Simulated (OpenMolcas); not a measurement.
OpenMolcas run: Nd V

Input:

```
&GATEWAY
Coord
1

Nd 0.0 0.0 0.0
Basis=ANO-R0
Group=XYZ
NoMove
AngMom=0.0 0.0 0.0
AMFI
&SEWARD
&RASSCF
FileOrb=start.orb
Symmetry=1
Spin=3
nActEl=2 0 0
Inactive=15 12
Ras2=0 7
CIRoot=21 21 1
SDav=21
CIMx=300
Iter=120 100
PrWF=0.3
OrbListing=Nothing
MaxOrb=0
Atom
>>> COPY $Project.JobIph JOB001
&RASSCF
FileOrb=start.orb
Symmetry=1
Spin=1
nActEl=2 0 0
Inactive=15 12
Ras2=0 7
CIRoot=28 28 1
SDav=28
CIMx=300
Iter=120 100
PrWF=0.3
OrbListing=Nothing
MaxOrb=0
Atom
CIOnly
>>> COPY $Project.JobIph JOB002
&RASSI
NrOfJobIphs=2 18 14
1 2 3 4 5 6 7 8 9 10 11 12 13 14 15 16 17 18
1 2 3 4 5 6 7 8 9 10 11 12 13 14
IphNames
JOB001
JOB002
EJob
SpinOrbit
DIPRint=1.0
SOCoupling=1000.0
Subsets=2
MEES
Property=10
'ANGMOM' 1 'ANGMOM' 2 'ANGMOM' 3 'MLTPL  1' 1 'MLTPL  1' 2 'MLTPL  1' 3
'AMFI' 1 'AMFI' 2 'AMFI' 3 'MLTPL  2' 6
SOProperty=3
'ANGMOM' 1 'ANGMOM' 2 'ANGMOM' 3
```

Launched by
```bash
OMP_NUM_THREADS=1 MOLCAS_MEM=2252 MOLCAS_PROJECT=a pymolcas a.inp > a.log  # once for each step of the input, in one work folder
```

A driver script runs the steps one by one and writes start.orb anew before each from the orbitals found so far, so a CI-only block uses the converged orbitals of the first block.

Output, cut to the results:

```
--- SEWARD ---
Basis set label: ND.ANO-R...6S4P2D1F.

      Electronic valence basis set:
      ------------------
      Associated Effective Charge  60.000000 au
      Associated Actual Charge     60.000000 au
      Nuclear Model: Finite nucleus - Gaussian distribution
        Gaussian exponent, Xi/bohr**(-2):  1.72717E+08

      Shell  nPrim  nBasis  Cartesian Spherical Contaminant
         s      25       6        X
         p      19       4        X
         d      12       2                 X
         f      10       1                 X
                  Relativistic X2C integrals
                  Atomic mean-field integrals
--- RASSCF ---
Wave function specifications:
      -----------------------------

      Number of closed shell electrons          54
      Number of electrons in active shells       2
      Max number of holes in RAS1 space          0
      Max nr of electrons in RAS3 space          0
      Number of inactive orbitals               27
      Number of active orbitals                  7
      Number of secondary orbitals               1
      Spin quantum number                      1.0
      State symmetry                             1
Orbital specifications:
      -----------------------

      Symmetry species                           1   2
                                                ag  au
      Frozen orbitals                            0   0
      Inactive orbitals                         15  12
      Active orbitals                            0   7
      RAS1 orbitals                              0   0
      RAS2 orbitals                              0   7
      RAS3 orbitals                              0   0
      Secondary orbitals                         1   0
      Deleted orbitals                           0   0
      Number of basis functions                 16  19
      Number of CSFs                            21
      Number of root(s) required                21
      Iter CI   SX   CI       RASSCF       Energy    max ROT     max BLB   max BLB  Level Ln srch  Step   QN
          iter iter root      energy       change     param      element    value   shift minimum  type update
 Nr of preliminary CI iterations:   1
      Total energies have been shifted. Add                -9000.00 au
        1   1    6    0  -616.53648105    0.00E+00  -6.70E-02   15  16 1  3.76E-01*  0.00   0.00    SX    NO
        2   1    6    0  -616.56389653   -2.74E-02* -5.68E-03   15  16 1  3.16E-02*  0.00   0.00    SX    NO
        3   1    5    0  -616.56409119   -1.95E-04* -4.72E-04   15  16 1  2.63E-03*  0.00   0.00    SX    NO
        4   1    4    0  -616.56409254   -1.34E-06*  3.93E-05   15  16 1  2.18E-04*  0.00   0.00    SX    NO
        5   1    3    0  -616.56409254   -9.30E-09   3.56E-06   15  16 1  1.82E-05   0.00   1.09    QN   YES
      Convergence after  5 iterations
        6   1    3    0  -616.56409254   -6.73E-11   3.56E-06    3  16 1 -8.96E-07   0.00   1.09    QN   YES
      Natural orbitals and occupation numbers for root  1
      sym 2:  -0.000000   0.220543   0.661376   0.118082   0.220543   0.661376   0.118082
      Natural orbitals and occupation numbers for root  2
      sym 2:   0.637172   0.300135   0.062692  -0.000000   0.062692   0.637172   0.300135
      Natural orbitals and occupation numbers for root  3
      sym 2:   0.202058   0.202058   0.133625  -0.000000   0.133625   0.664317   0.664317
::    RASSCF root number  1 Total energy:  -9616.59102765
::    RASSCF root number  2 Total energy:  -9616.59102765
::    RASSCF root number  3 Total energy:  -9616.59102765
::    RASSCF root number  4 Total energy:  -9616.59102765
::    RASSCF root number  5 Total energy:  -9616.59102765
::    RASSCF root number  6 Total energy:  -9616.59102765
::    RASSCF root number  7 Total energy:  -9616.59102765
::    RASSCF root number  8 Total energy:  -9616.59102765
::    RASSCF root number  9 Total energy:  -9616.59102765
::    RASSCF root number 10 Total energy:  -9616.59102765
::    RASSCF root number 11 Total energy:  -9616.59102765
::    RASSCF root number 12 Total energy:  -9616.56409254
::    RASSCF root number 13 Total energy:  -9616.56409254
::    RASSCF root number 14 Total energy:  -9616.56409254
::    RASSCF root number 15 Total energy:  -9616.56409254
::    RASSCF root number 16 Total energy:  -9616.56409254
::    RASSCF root number 17 Total energy:  -9616.56409254
::    RASSCF root number 18 Total energy:  -9616.56409254
...
--- RASSI ---
SPIN-FREE ENERGIES:
  (Shifted by EMIN (a.u.) =      -9616.5910276523)

 SF State       Relative EMIN(au)   Rel lowest level(eV)    D:o, cm**(-1)      L_eff

     1             0.0000000000        0.0000000000              0.0000         5.0
     2             0.0000000000        0.0000000000              0.0000         5.0
     3             0.0000000000        0.0000000000              0.0000         5.0
     4             0.0000000000        0.0000000000              0.0000         5.0
     5             0.0000000000        0.0000000000              0.0000         5.0
     6             0.0000000000        0.0000000000              0.0000         5.0
     7             0.0000000000        0.0000000000              0.0000         5.0
     8             0.0000000000        0.0000000000              0.0000         5.0
     9             0.0000000000        0.0000000000              0.0000         5.0
    10             0.0000000000        0.0000000000              0.0000         5.0
    11             0.0000000000        0.0000000000              0.0000         5.0
    12             0.0269351075        0.7329416130           5911.5728         3.0
    13             0.0269351075        0.7329416130           5911.5728         3.0
    14             0.0269351075        0.7329416130           5911.5728         3.0
    15             0.0269351075        0.7329416130           5911.5728         3.0
    16             0.0269351075        0.7329416130           5911.5728         3.0
    17             0.0269351075        0.7329416130           5911.5728         3.0
    18             0.0269351075        0.7329416130           5911.5728         3.0
    19             0.0305007421        0.8299674731           6694.1391         4.0
    20             0.0305007421        0.8299674731           6694.1391         4.0
    21             0.0305007421        0.8299674731           6694.1391         4.0
...
```

Levels above the lowest, from the spin-orbit matrix, grouped by J:

| Configuration | Term | J | E (cm-1) | Measured (cm-1) | g | Term weight % | Second |
| --- | --- | --- | --- | --- | --- | --- | --- |
| 4f2 | 3H | 4 | 0.0 | 0.0 | 0.806 | 97 | 3 1G |
| 4f2 | 3H | 5 | 2501 | 2834 | 1.033 | 100 |  |
| 4f2 | 3H | 6 | 5164 | 5743 | 1.167 | 100 |  |
| 4f2 | 3F | 2 | 6801 | 5894 | 0.671 | 98 |  |
| 4f2 | 1G | 4 | 8372 |  | 1.110 | 52 | 46 3F |
| 4f2 | 3F | 3 | 8412 | 7785 | 1.084 | 100 |  |
| 4f2 | 3F | 4 | 11736 |  | 1.134 | 54 | 45 1G |

Against the 4 measured excited levels shown (the list in Carvajal Gallego et al., Mon. Not. R. Astron. Soc. 518, 332 (2023)) the mean absolute deviation is 610 cm-1; the largest miss in energy is 4f2 3F2: computed 6801, measured 5894 cm-1 (+15.4 %).

Some high roots are left out of the spin-orbit mixing, which shifts the levels that they would mix with. Without dynamic correlation excited terms often stand tens of per cent too high (terms of higher spin than the ground term too low), and those without a measured partner can miss by more than the paired ones. Terms from blocks run as CI alone lack orbitals of their own. The basis is small and was not contracted for so high a charge. Measured partners are found by configuration, term and J. A level has none where our copy of the source lacks it or the pairing is in doubt (some pairs that miss far off the trend of their configuration count as doubtful), and it then counts in no deviation. Only configurations of the active space appear. The first state left out of the spin-orbit step lies near 25000 cm-1 above the lowest spin-free state of the reference (among the parities and spins computed), and the list stops at four fifths of that energy or lower.

The term weight is that of the spin-free term in the level, not the purity of its configuration.
